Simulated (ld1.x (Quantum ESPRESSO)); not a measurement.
## PBE TM dataset for P, non-relativistic all-electron reference.

phosphorus (P), norm-conserving Troullier–Martins (Kleinman–Bylander form), made with ld1.x (Quantum ESPRESSO) 7.5 (PBE, non-relativistic). Core [Ne], reference 3s2 3p1 (charge +2). Waves: 3s (bound): rc 1.35 bohr; 3p (bound): rc 1.60 bohr. Local part: all-electron potential smoothed inside 1.20 bohr (lloc = -1). Core correction: Bessel-smoothed model core inside 1.06 bohr.

Poles of the logarithmic derivatives, all-electron (AE) and pseudo (PS). s: poles at 1.2 (AE) and 0.4, 3.9 (PS) Ry. p: poles at 2.2 (AE) and 1.8 (PS) Ry. Test radius 1.75 bohr.

* Cutoffs needed: 35 Ry and 70 Ry (the cutoffs (Ry, on a coarse ladder) from which the occupation-weighted sum of valence levels, in a spherical-Bessel basis at the reference potential, stays within 10 and 1 mRy of its value at 400 Ry)
* Ghost test: no extra level below or beside the all-electron valence levels (s, p, d, f tested) (spherical-Bessel basis up to 400 Ry, 20 bohr box)
* Largest excitation error: +38 meV (all-electron minus pseudo) for 3s2 3p3.3, out of 7 test configurations
